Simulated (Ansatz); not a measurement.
Reactions of `O=CB[TeH]`.

Computed with Ansatz on PBE0-D4/def2-TZVP structures; ΔE is electronic, products minus reactants. CBS: MP2 limit from def2 TZ/QZ plus the TZ coupled-cluster correction, frozen cores. This one scheme is used for every species. DFT in def2-TZVPP. Elements past krypton have def2 core potentials. For Ge, Te outer-core shells are correlated without core-valence functions, which leaves a few kJ/mol of doubt a bond. Scalar relativity is left out up to krypton. One conformer a species, not always the lowest.

```tsv
reaction	MP2/CBS(def2) (kJ/mol)	B2PLYP (kJ/mol)	HF/CBS(def2) (kJ/mol)	CCSD(T)/CBS(def2) (kJ/mol)
`O=CB[TeH]` + H₂O → `OB[TeH]` + `C=O`	-114	-122	-136	-112
`O=CB[TeH]` + CH₃NH₂ → `NCB[TeH]` + `C=O`	-1	4	-1	0
`O=CB[TeH]` + `N=CS` → `N=C(S)[TeH]` + `BC=O`	109	113	129	114
`O=CB[TeH]` + CH₃SH → `CSB[TeH]` + `C=O`	-98	-87	-81	-89
`O=CB[TeH]` + CH₃OH → `COBC=O` + H₂Te	-63	-79	-97	-70
`O=CB[TeH]` + `[OH][GeH3]` → `[OH][GeH2][TeH]` + `BC=O`	9	8	11	12
`O=CB[TeH]` → `B1OC[Te]1`	-145	-119	-98	-130
`O=CB[TeH]` + HCl → `ClB[TeH]` + `C=O`	-88	-84	-89	-82
`O=CB[TeH]` + H₂ → `B[TeH]` + `C=O`	-17	-25	-50	-21
`O=CB[TeH]` + `CO[SiH3]` → `[SiH3]OC[TeH]` + `BC=O`	117	117	132	117
```

Largest T1 diagnostic: 0.021, for `BC=O`.
